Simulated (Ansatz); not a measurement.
Species: dichloro(dimethoxy)silane, C2H6Cl2O2Si, net charge 0, singlet state. 
Geometry from a B3LYP-D3(BJ)/def2-TZVP (Ansatz, a quantum-chemistry and plane-wave program) optimisation:
SMILES: CO[Si](Cl)(Cl)OC
```xyz
13

C     -2.4389     1.2487    -0.3828
O     -1.5927     0.1397    -0.6830
Si    -0.0924    -0.0662    -0.1361
Cl    -0.0684    -0.1533     1.9211
Cl     0.5932    -1.8451    -0.8622
O      0.8420     1.1623    -0.6171
C      2.2162     1.3588    -0.2982
H     -3.3866     1.0814    -0.8908
H     -1.9951     2.1793    -0.7406
H     -2.6146     1.3195     0.6926
H      2.3562     1.4276     0.7825
H      2.8229     0.5397    -0.6899
H      2.5309     2.2916    -0.7622
```
Charge 0, spin multiplicity 1.

Basis-set convergence of Hartree-Fock and CCSD correlation energies (hartree) with Ansatz. Cores are frozen in the correlated levels unless marked. No spin-orbit coupling. No relativistic terms.

```tsv
basis	functions	E(HF)	E(corr, CCSD)
aug-cc-pV(D+d)Z	242	-1437.13021	-1.14709
aug-cc-pV(T+d)Z	487	[?]	[?]
```

Question: What belongs in the gaps?

Answer: 
- aug-cc-pV(T+d)Z, E(HF): -1437.24331
- aug-cc-pV(T+d)Z, E(corr, CCSD): -1.39269
